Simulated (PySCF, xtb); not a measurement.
Ga(H)(Cl)(vinyl) (C₂H₄ClGa), SMILES C=[CH][GaH][Cl].

GFN2-xTB (xtb) at its own geometry gives an orbital gap of 4.20 eV and a dipole moment of 2.17 D.

Geometry: TPSSh-D3(BJ)/def2-SVP. The values are those of a single conformer.

**Question.** What does B3LYP/def2-TZVP in PySCF give? (The exact figures need the calculation; the answer reports its results.)

**Answer.** gap 5.90 eV (levels -8.02 and -2.12 eV), dipole 2.49 D.
